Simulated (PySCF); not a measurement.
# Aluminium: a sound run and one with changed settings

Sound run: Al²⁺ [Ne] 3s1, Al³⁺ [Ne]. All numbers are calculated (PySCF 2.14, no relativity, point nucleus, in 6-31G* (4s3p1d, 18 functions)). The sound run starts from symmetry-adapted Hartree-Fock orbitals and uses a fine grid where one is needed.

A second run was set up differently.

```
species  method  sound run (hartree)  changed run (hartree)  converged
   Al²⁺     UHF           -241.00702             -241.00702        yes
   Al²⁺    TPSS           -241.44788             -241.44690        yes
   Al²⁺    MN15           -241.32265             -241.32325        yes
   Al³⁺     UHF           -239.97826             -239.97826        yes
   Al³⁺    TPSS           -240.40405             -240.40347        yes
   Al³⁺    MN15           -240.29583             -240.29587        yes
```

Ionisation energy of Al²⁺:

| method | sound run (eV) | changed run (eV) |
| --- | --- | --- |
| UHF | 27.994 | 27.994 |
| TPSS | 28.404 | 28.393 |
| MN15 | 27.941 | 27.957 |

(1) What was changed?
A. too few SCF iterations
B. level shift left on
C. minimal basis
D. radial grid too coarse

## Answers

(1) D. It used radial step 0.3 in ln r (0.13 in the sound run). A coarse radial grid mis-integrates the density and the exchange-correlation energy, with errors of either sign; Hartree-Fock needs no grid.
